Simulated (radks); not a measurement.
Excited configurations of the lanthanum ion La2+: one electron is placed in a higher orbital outside [Xe]. The ground configuration is [Xe] 5d1. Calculated with a radial shooting solver on a logarithmic mesh with Libxc functionals: non-relativistic Kohn-Sham, PBE, spin-polarised, spherical densities, point nucleus; open shells are filled with parallel spins first (spin-orbit coupling, left out, can overturn this in heavy ions); relativity is left out, which matters for an element this heavy. Excitation = E - E(ground); binding = E(ion) - E, where the ion is the core of charge +3; n* = 3/sqrt(2 binding) in atomic units, and the quantum defect is n - n*.

\begin{tabular}{lrrrr}
outer orbital & excitation (eV) & binding (eV) & quantum defect & eigenvalue (eV) \\ \hline
6s & 2.584 & 17.111 & 3.325 & -14.510 \\
6d & 10.224 & 9.471 & 2.404 & -7.992 \\
7s & 10.430 & 9.265 & 3.365 & -8.012 \\
7d & 13.781 & 5.914 & 2.450 & -5.040 \\
7f & 15.835 & 3.860 & 1.368 & -3.299 \\
\end{tabular}

The Delta-SCF ionisation energy is 19.695 eV (NIST Atomic Spectra Database: 19.177 eV, measured). Self-interaction in the functional shifts the binding energies and quantum defects, so they are the method's values and not measured ones. Relativity is left out here, which matters for elements this heavy. Open shells are spherical and high-spin; term and fine-structure splittings are not resolved.
